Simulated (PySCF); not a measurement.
F: excitation energy

F [He] 2s2 2p5 (2P) → F [He] 2s1 2p6 (2S), as a difference of total energies. All numbers are calculated (PySCF 2.14, the non-relativistic Hamiltonian (point nucleus), in aug-cc-pVQZ). Correlated levels: valence: 1s2 frozen. The calculations carry no spin-orbit coupling.

| method | excitation energy (eV) |
| --- | --- |
| UHF | 23.873 |
| LDA | 18.252 |
| PBE | 18.908 |
| PBE0 | 20.165 |
| r2SCAN | 20.631 |
| HSE06 | 20.118 |
| revPBE | 19.049 |
| B2PLYP | 20.759 |
| TPSSh | 20.088 |
| MP2 (valence) | 21.860 |
| SCS-MP2 (valence) | 21.747 |

Problem. How much does correlation contribute at MP2 (valence)?

Solution. 21.860 − (23.873) = -2.013 eV, measured against UHF.

A first-order spin-orbit estimate (lowest level to lowest level, LS coupling) adds 0.017 eV.

The upper state lies above the first ionisation limit, where it may autoionise and the basis confines it.
